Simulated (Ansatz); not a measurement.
Mulliken charges of CH6B2O (`BB(C)O`) from PBE/def2-TZVPP in Ansatz (PBE0-D4/def2-TZVP geometry).

| atom | x (Å) | y (Å) | z (Å) | charge (e) |
| --- | --- | --- | --- | --- |
| B1 | -1.157 | 0.827 | -0.622 | -0.199 |
| B2 | 0.289 | 0.046 | -0.271 | 0.213 |
| C3 | 0.377 | -0.835 | 1.032 | -0.361 |
| O4 | 1.433 | 0.118 | -1.018 | -0.226 |
| H5 | -2.010 | 0.312 | -1.292 | 0.035 |
| H6 | -1.440 | 1.899 | -0.162 | 0.034 |
| H7 | -0.546 | -1.371 | 1.266 | 0.100 |
| H8 | 1.200 | -1.552 | 0.976 | 0.103 |
| H9 | 0.573 | -0.174 | 1.887 | 0.106 |
| H10 | 1.365 | 0.680 | -1.792 | 0.194 |

**Question.** By hand: the dipole of these point charges (1 e Å = 4.8032 D).

**Answer.** Σ q r = (0.107, 0.012, -0.048) e Å, of length 0.118 e Å = 0.57 D.

**Question.** How does the dipole of the full density compare? (An estimate is asked.)

**Answer.** The calculation gave: (-0.009, 0.117, -0.137) e Å, 0.87 D; the point charges give 0.66 times that, at 71° from its direction.

Point charges leave out the atoms' own dipoles, such as those of lone pairs, and Mulliken's split depends on the basis, so the two needn't agree.
